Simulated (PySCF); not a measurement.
H3Zr, charge +1, multiplicity 1. Atoms are numbered in the order given.

```xyz
4

Zr     0.0000     0.0000     0.0000
H      1.7997     0.0000     0.0000
H     -0.8999     1.5586     0.0000
H     -0.8999    -1.5586     0.0000
```
Charge +1, spin multiplicity 1.

Geometry: PBE-D3(BJ)/def2-TZVPD. The geometry has at least one imaginary mode, so it is a saddle point at that level. The multiplicity is an assumed one; other spin states were not compared. The def2 effective core potentials stand for the cores of Zr; spin–orbit coupling is left out.

The numbers are results of PySCF 2.14.0 with PBE-D3(BJ)/def2-TZVPD, not measurements.

Frequencies are harmonic and unscaled.

Modes within 1.5 cm⁻¹ of each other (mostly degenerate sets) share a row, with their intensities summed.

Computed vibrational spectrum:
```json
[
 {"mode": "1", "ν (cm⁻¹)": "541i", "IR (km/mol)": "436.9", "moving atoms (share of kinetic energy)": "H 97 %"},
 {"mode": "2–3", "ν (cm⁻¹)": "852", "IR (km/mol)": "41.9", "moving atoms (share of kinetic energy)": "H 99 %"},
 {"mode": "4–5", "ν (cm⁻¹)": "1774", "IR (km/mol)": "349.7", "moving atoms (share of kinetic energy)": "H 98 %"},
 {"mode": "6", "ν (cm⁻¹)": "1786", "IR (km/mol)": "0.0", "moving atoms (share of kinetic energy)": "H 100 %"}
]
```
